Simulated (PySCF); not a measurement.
Geometry (Å), atoms numbered from 1 in this order:
```xyz
18

C    -0.6860    1.7362   -0.2407
C    -0.5436    0.3774   -0.9146
C    -1.5824   -0.6534   -0.4164
C    -0.6906   -1.5373    0.4776
Si    0.8770   -0.7409   -0.2686
C     2.1306    0.0318    0.9474
Cl    3.3912    0.8506   -0.0134
H    -0.6914    1.6316    0.8425
H     0.1370    2.3912   -0.5183
H    -1.6188    2.2133   -0.5394
H    -0.5927    0.5198   -1.9946
H    -1.9862   -1.2287   -1.2476
H    -2.4147   -0.1959    0.1165
H    -0.8407   -2.6021    0.3262
H    -0.8476   -1.3348    1.5351
H     1.6133   -1.5253   -1.2621
H     2.6365   -0.7119    1.5570
H     1.7001    0.7849    1.6017
```

Geometry: GFN2-xTB; GIAO shifts from PySCF 2.14.0 with density-fitted response routines, gas phase, non-relativistic, averaged over equivalent atoms.

At PBE0/pcSseg-0 (93 basis functions, 10 s wall time on 1 thread of an Arm Neoverse V2, shared host):
```json
{"atoms": "C3", "δ (ppm)": "28.8"}
{"atoms": "C6", "δ (ppm)": "28.0"}
{"atoms": "C2", "δ (ppm)": "23.0"}
{"atoms": "C1", "δ (ppm)": "20.7"}
{"atoms": "C4", "δ (ppm)": "10.8"}
{"atoms": "Si5", "δ (ppm)": "-21.9"}
{"atoms": "H16", "δ (ppm)": "4.95"}
{"atoms": "H18", "δ (ppm)": "2.85"}
{"atoms": "H17", "δ (ppm)": "2.48"}
{"atoms": "H12", "δ (ppm)": "2.27"}
{"atoms": "H11", "δ (ppm)": "1.87"}
{"atoms": "H15", "δ (ppm)": "1.59"}
{"atoms": "H13", "δ (ppm)": "1.53"}
{"atoms": "H8/H9/H10", "δ (ppm)": "1.46"}
{"atoms": "H14", "δ (ppm)": "1.33"}
```

Scale: $^{13}$C (σ = 195.82 ppm) and $^{29}$Si (σ = 345.73 ppm) and $^{1}$H (σ = 33.29 ppm) vs TMS (reference shieldings calculated alike).

Problem. What do these become at PBE0/pcSseg-1?

Solution. 
| atoms | δ at PBE0/pcSseg-1 | change |
| --- | --- | --- |
| C3 | 28.2 | -0.6 |
| C6 | 29.2 | +1.2 |
| C2 | 26.0 | +3.0 |
| C1 | 18.4 | -2.3 |
| C4 | 11.3 | +0.5 |
| Si5 | -5.1 | +16.8 |
| H16 | 4.92 | -0.03 |
| H18 | 3.22 | +0.37 |
| H17 | 2.95 | +0.47 |
| H12 | 2.37 | +0.10 |
| H11 | 1.97 | +0.10 |
| H15 | 1.46 | -0.13 |
| H13 | 1.58 | +0.05 |
| H8/H9/H10 | 1.29 | -0.17 |
| H14 | 1.34 | +0.01 |

Scale: TMS for $^{13}$C (σref 186.93), $^{29}$Si (σref 349.16), $^{1}$H (σref 31.72) (reference shieldings calculated alike).

The largest change is at Si5 (silicon bonded to 3 C, H, in a 4-membered ring). Cost: 188 basis functions, 22 s wall time on 1 thread of an Arm Neoverse V2, shared host. The order of the carbon signals changes between the two levels.

Carbons that carry Cl, above all several Cl atoms, come out too deshielded, partly because spin–orbit coupling is missing.
